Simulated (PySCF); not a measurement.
Spectrum to structure. Method: TDDFT PBE0/def2-SVPD, vertical, gas phase, core orbitals frozen in the response in PySCF 2.14.0, density-fitted response routines. Geometries: GFN2-xTB, one conformer each.

```json
{"state": "S1", "E (eV)": "3.96", "λ (nm)": "312.8", "f": "0.0047"}
{"state": "S2", "E (eV)": "4.27", "λ (nm)": "290.4", "f": "0.0004"}
{"state": "S3", "E (eV)": "4.68", "λ (nm)": "264.8", "f": "0.084"}
{"state": "S4", "E (eV)": "4.98", "λ (nm)": "249.0", "f": "0.210"}
{"state": "S5", "E (eV)": "5.45", "λ (nm)": "227.5", "f": "0.0089"}
{"state": "S6", "E (eV)": "5.69", "λ (nm)": "218.1", "f": "0.0033"}
{"state": "S7", "E (eV)": "5.96", "λ (nm)": "207.9", "f": "0.0000"}
{"state": "S8", "E (eV)": "6.26", "λ (nm)": "198.0", "f": "0.116"}
```

Triplets computed (Tamm–Dancoff): 3.08, 3.55, 3.79 eV.

Orbital energies (eV): HOMO-3 -9.12, HOMO-2 -8.93, HOMO-1 -7.62, HOMO -7.47, LUMO -2.14, LUMO+1 -1.71, LUMO+2 0.49.

Task: Which candidate is it?
A. `Clc1ccpcn1`
B. `N#CC[C@H]1C=NCC1`
C. `N(=C1/[C@@H](C#N)CCC1)/[H]`

Result: A. Its S1, at 3.96 eV, is the lowest among the candidates; the nearest of the others has S1 at 4.98 eV. S1 is HOMO-1→LUMO (99%). Löwdin shares by element: HOMO carbon 29% or more, phosphorus 27%, chlorine 20% (atoms not listed hold the other 25%); LUMO carbon 46% or more, phosphorus 33% (atoms not listed hold the other 21%). At the same level the other candidates give, for their lowest levels:
- `[H]/N=C1/CCC[C@@H]1C#N`: 4.98 eV (f 0.001); 6.77 eV (f 0.008); 7.07 eV (f 0.009); 7.29 eV (f 0.016); 7.43 eV (f 0.066); T1 4.23 eV; HOMO -7.67, LUMO -0.84 eV
- `N#CC[C@H]1C=NCC1`: 5.30 eV (f 0.002); 6.95 eV (f 0.014); 7.22 eV (f 0.180); 7.55 eV (f 0.006); 7.65 eV (f 0.005); T1 4.42 eV; HOMO -7.79, LUMO -0.51 eV
